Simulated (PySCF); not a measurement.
# Dipole response of K⁻ (potassium, charge -1)

[Ar] 4s2, closed-shell 1S. Calculation: PySCF 2.14, in dyall-acv3z (25s18p7d3f, 135 functions); the spin-free X2C one-electron Hamiltonian (Gaussian nucleus). Coupled (time-dependent) response in atomic units; α is the mean over directions.

```json
{"method": "UHF", "mean α (bohr³)": "2497", "C₆ (like pair)": "110000", "S(−4)": "5736000"}
```

S(−4) is the Cauchy moment in α(ω) = α(0) + S(−4) ω² + …

α(iu) at UHF:

| u (hartree) | α(iu) (bohr³) |
| --- | --- |
| 0 | 2497 |
| 0.0500 | 522.9 |
| 0.100 | 178.8 |
| 0.200 | 53.64 |
| 0.300 | 27.03 |
| 0.500 | 12.39 |
| 0.750 | 7.101 |
| 1.00 | 4.810 |
| 1.50 | 2.686 |
| 2.00 | 1.717 |
| 3.00 | 0.8765 |
| 5.00 | 0.3628 |

A single London oscillator, α(iu) = α/(1 + u²/ω²), gives C₆ = (3/4) ω α². Matching the computed C₆ needs ω = 4 × 110000 / (3 × 2497²) = 0.0235 hartree.

For an ion, C₆ is the dispersion term alone; charge-induced terms of lower order in 1/R come first.

The outer electron is barely bound at this level, so radii and moments hang on the diffuse functions.
